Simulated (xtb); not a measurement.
xtb input (GFN2-xTB):

```bash
xtb mol.xyz --gfn 2 --sp --chrg 0 --uhf 0
```
mol.xyz:
```
2

Li    -0.00000000    -0.00000000    -0.42399676
H      0.00000000     0.00000000     1.27199027
```

Output:

```
           -------------------------------------------------
          |                Calculation Setup                |
           -------------------------------------------------

           -------------------------------------------------
          |                 G F N 2 - x T B                 |
           -------------------------------------------------

        Reference                      10.1021/acs.jctc.8b01176
      * Hamiltonian:
        H0-scaling (s, p, d)           1.850000    2.230000    2.230000
        zeta-weighting                 0.500000
      * Dispersion:
        s8                             2.700000
        a1                             0.520000
        a2                             5.000000
        s9                             5.000000
      * Repulsion:
        kExp                           1.500000    1.000000
        rExp                           1.000000
      * Coulomb:
        alpha                          2.000000
        third order                    shell-resolved
        anisotropic                    true
        a3                             3.000000
        a5                             4.000000
        cn-shift                       1.200000
        cn-exp                         4.000000
        max-rad                        5.000000

          ...................................................
          :                      SETUP                      :
          :.................................................:
          :  # basis functions                   5          :
          :  # atomic orbitals                   5          :
          :  # shells                            3          :
          :  # electrons                         2          :
          :  max. iterations                   250          :
          :  Hamiltonian                  GFN2-xTB          :
          :  restarted?                      false          :
          :  GBSA solvation                  false          :
          :  PC potential                    false          :
          :  electronic temp.          300.0000000     K    :
          :  accuracy                    1.0000000          :
          :  -> integral cutoff          0.2500000E+02      :
          :  -> integral neglect         0.1000000E-07      :
          :  -> SCF convergence          0.1000000E-05 Eh   :
          :  -> wf. convergence          0.1000000E-03 e    :
          :  Broyden damping             0.4000000          :
          :  net charge                          0          :
          :  unpaired electrons                  0          :
          ...................................................

 iter      E             dE          RMSdq      gap      omega  full diag
   1     -0.7652309 -0.765231E+00  0.280E+01    4.95       0.0  T
   2     -0.7738623 -0.863137E-02  0.184E+01    4.40       1.0  T
   3     -0.7729096  0.952697E-03  0.264E+00    4.13       1.0  T
   4     -0.7745446 -0.163498E-02  0.306E+00    5.25       1.0  T
   5     -0.7763281 -0.178349E-02  0.546E-01    4.58       1.0  T
   6     -0.7764448 -0.116703E-03  0.443E-01    4.66       1.0  T
   7     -0.7764756 -0.308628E-04  0.221E-02    4.71       3.2  T
   8     -0.7764758 -0.142110E-06  0.713E-04    4.71      99.1  T
   9     -0.7764758 -0.100033E-09  0.459E-04    4.71     154.2  T

   *** convergence criteria satisfied after 9 iterations ***

         #    Occupation            Energy/Eh            Energy/eV
      -------------------------------------------------------------
         1        2.0000           -0.3490647              -9.4985 (HOMO)
         2                         -0.1760478              -4.7905 (LUMO)
         3                         -0.1061015              -2.8872
         4                         -0.1061015              -2.8872
         5                          0.2515740               6.8457
      -------------------------------------------------------------
                  HL-Gap            0.1730169 Eh            4.7080 eV
             Fermi-level           -0.2625562 Eh           -7.1445 eV

 SCC (total)                   0 d,  0 h,  0 min,  0.001 sec
 SCC setup                      ...        0 min,  0.000 sec (  6.224%)
 Dispersion                     ...        0 min,  0.000 sec (  2.812%)
 classical contributions        ...        0 min,  0.000 sec (  1.228%)
 integral evaluation            ...        0 min,  0.000 sec (  8.780%)
 iterations                     ...        0 min,  0.001 sec ( 53.367%)
 molecular gradient             ...        0 min,  0.000 sec (  7.388%)
 printout                       ...        0 min,  0.000 sec ( 19.534%)

         :::::::::::::::::::::::::::::::::::::::::::::::::::::
         ::                     SUMMARY                     ::
         :::::::::::::::::::::::::::::::::::::::::::::::::::::
         :: total energy              -0.775239680161 Eh    ::
         :: gradient norm              0.032777511784 Eh/a0 ::
         :: HOMO-LUMO gap              4.708030557333 eV    ::
         ::.................................................::
         :: SCC energy                -0.776475764436 Eh    ::
         :: -> isotropic ES            0.018722099360 Eh    ::
         :: -> anisotropic ES          0.013871574133 Eh    ::
         :: -> anisotropic XC         -0.007262539231 Eh    ::
         :: -> dispersion             -0.000284996739 Eh    ::
         :: repulsion energy           0.001236084275 Eh    ::
         :: add. restraining           0.000000000000 Eh    ::
         :: total charge              -0.000000000000 e     ::
         :::::::::::::::::::::::::::::::::::::::::::::::::::::

           -------------------------------------------------
          |                Property Printout                |
           -------------------------------------------------

    * Orbital Energies and Occupations

         #    Occupation            Energy/Eh            Energy/eV
      -------------------------------------------------------------
         1        2.0000           -0.3490647              -9.4985 (HOMO)
         2                         -0.1760478              -4.7905 (LUMO)
         3                         -0.1061015              -2.8872
         4                         -0.1061015              -2.8872
         5                          0.2515740               6.8457
      -------------------------------------------------------------
                  HL-Gap            0.1730169 Eh            4.7080 eV
             Fermi-level           -0.2625562 Eh           -7.1445 eV

     #   Z          covCN         q      C6AA      α(0)
     1   3 Li       0.778     0.353    45.662    21.544
     2   1 H        0.778    -0.353    35.047     9.317

 Mol. C6AA /au·bohr⁶  :        138.700406
 Mol. C8AA /au·bohr⁸  :       5628.643097
 Mol. α(0) /au        :         30.860944

Wiberg/Mayer (AO) data.
largest (>0.10) Wiberg bond orders for each atom

 ---------------------------------------------------------------------------
     #   Z sym  total        # sym  WBO       # sym  WBO       # sym  WBO
 ---------------------------------------------------------------------------
     1   3 Li   0.876 --     2 H    0.876
     2   1 H    0.876 --     1 Li   0.876
 ---------------------------------------------------------------------------

Topologies differ in total number of bonds
Writing topology from bond orders to xtbtopo.mol

molecular dipole:
                 x           y           z       tot (Debye)
 q only:        0.000       0.000      -1.130
   full:       -0.000       0.000      -2.546       6.472
molecular quadrupole (traceless):
                xx          xy          yy          xz          yz          zz
 q only:        0.905       0.000       0.905       0.000       0.000      -1.810
Note: The following floating-point exceptions are signalling: IEEE_DENORMAL
normal termination of xtb
  q+dip:       -0.621       0.000      -0.621       0.000      -0.000       1.242
   full:        1.163      -0.000       1.163      -0.000       0.000      -2.326

           -------------------------------------------------
          | TOTAL ENERGY               -0.775239680161 Eh   |
          | GRADIENT NORM               0.032777511784 Eh/α |
          | HOMO-LUMO GAP               4.708030557333 eV   |
           -------------------------------------------------

------------------------------------------------------------------------
------------------------------------------------------------------------
 total:
 SCF:
```

This state (charge 0, singlet) is run at the relaxed geometry of the species with charge -1 and multiplicity 2.
